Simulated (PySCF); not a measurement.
SMILES F[Si](F)(F)O[SiH2]O[Si](F)(F)F (H2F6O2Si3) (PBE0/def2-SVP optimised geometry):

```
13

Si    -2.259    -1.189    -2.838
F     -3.431    -2.236    -3.085
F     -2.327    -0.090    -3.987
F     -0.864    -1.953    -2.954
O     -2.408    -0.519    -1.382
Si    -1.869     0.223     0.000
O     -0.212     0.223     0.000
Si     1.256    -0.103    -0.577
F      2.342     0.810     0.144
F      1.646    -1.626    -0.329
F      1.316     0.189    -2.143
H     -2.338     1.626     0.000
H     -2.342    -0.561     1.163
```

Level of theory: PBE0/def2-TZVP in PySCF.

Q: What are the frontier orbital energies and the dipole moment?

A: HOMO-2 -11.27 eV, HOMO-1 -10.98 eV, HOMO -9.80 eV, LUMO -0.20 eV, LUMO+1 -0.16 eV; dipole moment 2.71 D.

On the same geometry PySCF with PBE/def2-TZVP gives HOMO-2 -9.40 eV, HOMO-1 -9.17 eV, HOMO -8.29 eV, LUMO -1.11 eV, LUMO+1 -1.09 eV; dipole moment 2.54 D.

Meta-Löwdin charges at PBE0/def2-TZVP: Si1 1.82, F2 -0.48, F3 -0.48, F4 -0.48, O5 -0.83, Si6 1.12, O7 -0.83, Si8 1.82, F9 -0.48, F10 -0.48, F11 -0.48, H12 -0.11, H13 -0.11.
